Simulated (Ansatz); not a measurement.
## A geometry optimisation of BGeH5Si with PBE0-D3(BJ)/def2-SVP

The starting geometry of this gas-phase singlet was optimised with GFN2-xTB.

```yaml
atoms:
  - { symbol: B, position_ang: [-0.2669, 0.4186, 2.1603] }
  - { symbol: Ge, position_ang: [-0.7597, 1.3331, 0.2191] }
  - { symbol: Si, position_ang: [-0.8483, -1.3083, 1.6412] }
  - { symbol: H, position_ang: [-0.9244, 1.0240, 2.9494] }
  - { symbol: H, position_ang: [0.9054, 0.6025, 2.2800] }
  - { symbol: H, position_ang: [-0.1167, -2.3680, 0.9089] }
  - { symbol: H, position_ang: [-2.2139, -1.8833, 1.6487] }
  - { symbol: H, position_ang: [-1.3211, 0.0320, -0.6857] }
```

Problem. Predict what it relaxes into with PBE0-D3(BJ)/def2-SVP.

Solution. New bonds form, giving a structure with H5 bridging B1 and Ge2, H8 bridging Si3 and Ge2, given below by its coordinates. Distances that change by over a tenth: B1–H5 (1.19 → 1.33 Å), Ge2–Si3 (3.00 → 2.67 Å), Ge2–H8 (1.68 → 1.91 Å). Contacts that close: Ge2–H5 (2.75 → 1.85 Å), Si3–H8 (2.73 → 1.63 Å).

The energy falls by 0.61 eV over 21 steps:

| step | E − E(last) (eV) |
| --- | --- |
| 1 | 0.614 |
| 3 | 0.346 |
| 5 | 0.280 |
| 8 | 0.242 |
| 10 | 0.230 |
| 12 | 0.144 |
| 14 | 0.029 |
| 17 | 0.001 |
| 19 | 0.000 |
| 21 | 0.000 |

Final geometry (Å):

```yaml
atoms:
  - { symbol: B, position_ang: [-0.5523, 0.4858, 2.2457] }
  - { symbol: Ge, position_ang: [-0.6749, 1.3427, 0.4356] }
  - { symbol: Si, position_ang: [-1.0104, -1.1665, 1.2988] }
  - { symbol: H, position_ang: [-0.5563, 0.8573, 3.3876] }
  - { symbol: H, position_ang: [0.6033, 0.7390, 1.6310] }
  - { symbol: H, position_ang: [-0.0796, -2.3053, 1.0307] }
  - { symbol: H, position_ang: [-2.4260, -1.6363, 1.2597] }
  - { symbol: H, position_ang: [-0.8494, -0.4662, -0.1670] }
```

Frequencies at the end are all real (lowest 261 cm⁻¹). Run with Ansatz 0.2.0, 32 s on 2 threads of Arm Neoverse V2 (shared host).
